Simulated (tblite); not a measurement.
C44H18 (periacene), SMILES c1cc2cc3cc4cc5cccc6c7cccc8cc9cc%10cc%11cccc%12c(c1)c2c1c3c2c4c(c56)c(c87)c9c2c%10c1c%11%12 at step 0 of a GFN2-xTB optimisation (tblite, gas phase), coordinates in Å:

```
  1 C     6.160    2.724   -0.036
  2 C     4.954    3.424    0.009
  3 C     3.747    2.730    0.018
  4 C     2.541    3.453    0.061
  5 C     1.306    2.792    0.074
  6 C     0.102    3.518    0.119
  7 C    -1.139    2.874    0.122
  8 C    -2.333    3.601    0.178
  9 C    -3.579    2.952    0.179
 10 C    -4.765    3.702    0.233
 11 C    -6.000    3.068    0.233
 12 C    -6.071    1.675    0.187
 13 C    -4.912    0.882    0.140
 14 C    -4.948   -0.612    0.080
 15 C    -6.156   -1.338    0.083
 16 C    -6.164   -2.737    0.040
 17 C    -4.963   -3.436   -0.015
 18 C    -3.744   -2.758   -0.019
 19 C    -2.536   -3.464   -0.066
 20 C    -1.296   -2.805   -0.069
 21 C    -0.095   -3.516   -0.121
 22 C     1.147   -2.860   -0.125
 23 C     2.347   -3.578   -0.169
 24 C     3.578   -2.938   -0.181
 25 C     4.758   -3.686   -0.230
 26 C     5.986   -3.060   -0.232
 27 C     6.060   -1.665   -0.188
 28 C     4.901   -0.851   -0.133
 29 C     4.943    0.582   -0.086
 30 C     6.145    1.333   -0.080
 31 C     3.729    1.313   -0.034
 32 C     2.479    0.640   -0.030
 33 C     1.274    1.387    0.020
 34 C     0.022    0.735    0.029
 35 C    -1.187    1.470    0.073
 36 C    -2.441    0.809    0.077
 37 C    -3.649    1.540    0.127
 38 C    -2.482   -0.670    0.026
 39 C    -3.728   -1.342    0.032
 40 C    -1.274   -1.398   -0.021
 41 C    -0.021   -0.739   -0.022
 42 C     1.200   -1.461   -0.073
 43 C     2.446   -0.773   -0.083
 44 C     3.649   -1.515   -0.132
 45 H     7.096    3.265   -0.033
 46 H     4.980    4.510    0.050
 47 H     2.570    4.536    0.105
 48 H     0.140    4.609    0.161
 49 H    -2.297    4.686    0.214
 50 H    -4.727    4.791    0.271
 51 H    -6.912    3.651    0.278
 52 H    -7.054    1.237    0.192
 53 H    -7.119   -0.848    0.121
 54 H    -7.110   -3.277    0.032
 55 H    -4.991   -4.525   -0.052
 56 H    -2.559   -4.550   -0.106
 57 H    -0.112   -4.613   -0.162
 58 H     2.311   -4.663   -0.214
 59 H     4.721   -4.775   -0.264
 60 H     6.904   -3.646   -0.276
 61 H     7.050   -1.230   -0.191
 62 H     7.116    0.842   -0.123
```

The gap is small, so a closed-shell solution may not be the true ground state; the numbers describe that solution.

What are the forces on the atoms (eV/Å)?


```
  1 C    -1.03    0.24    0.04
  2 C     1.63   -0.08    0.03
  3 C    -0.80    0.65   -0.04
  4 C     0.14   -0.31    0.07
  5 C    -0.05    1.36   -0.04
  6 C     0.22    0.17    0.04
  7 C     0.07    1.17    0.06
  8 C    -0.32   -0.13   -0.03
  9 C     0.41    0.79    0.02
 10 C    -1.15    0.04    0.01
 11 C     0.84    0.23    0.03
 12 C     0.66   -0.32   -0.01
 13 C    -0.49   -0.67   -0.12
 14 C    -0.72    0.65    0.10
 15 C     0.59    0.15    0.01
 16 C     0.72   -0.22   -0.11
 17 C    -1.52   -0.16    0.05
 18 C     0.60   -0.42    0.00
 19 C     0.04   -0.04   -0.02
 20 C    -0.30   -1.16   -0.05
 21 C     0.21   -0.39   -0.02
 22 C    -0.10   -1.30    0.01
 23 C    -0.28   -0.24   -0.09
 24 C    -0.13    0.00    0.04
 25 C     1.02   -0.44   -0.03
 26 C    -0.23    0.12   -0.02
 27 C    -0.52    0.35    0.05
 28 C     0.96   -1.20   -0.10
 29 C     0.90    1.11    0.06
 30 C    -0.24   -0.50   -0.07
 31 C    -0.28   -0.46    0.00
 32 C     0.01    0.51   -0.01
 33 C    -0.09   -1.19    0.02
 34 C    -0.13   -1.69   -0.11
 35 C    -0.20   -1.42   -0.02
 36 C     0.17   -1.55   -0.07
 37 C     0.05   -0.76    0.03
 38 C     0.07    1.46    0.08
 39 C     0.09    0.93    0.00
 40 C     0.20    1.19    0.05
 41 C     0.26    1.67    0.04
 42 C    -0.37    1.58    0.02
 43 C    -0.34   -0.56    0.04
 44 C    -0.18    0.33    0.01
 45 H    -0.04   -0.11   -0.01
 46 H    -0.16   -0.23   -0.02
 47 H     0.01   -0.19   -0.03
 48 H    -0.01   -0.39   -0.02
 49 H    -0.03   -0.22    0.00
 50 H     0.10   -0.31   -0.01
 51 H     0.11   -0.08   -0.02
 52 H    -0.02   -0.19    0.00
 53 H     0.18    0.12    0.00
 54 H     0.28    0.20    0.03
 55 H     0.13    0.32    0.01
 56 H     0.00    0.24    0.01
 57 H    -0.02    0.56    0.03
 58 H     0.02    0.17    0.03
 59 H    -0.14    0.33    0.01
 60 H    -0.27    0.20    0.03
 61 H    -0.16    0.10    0.00
 62 H    -0.37   -0.03    0.03
```
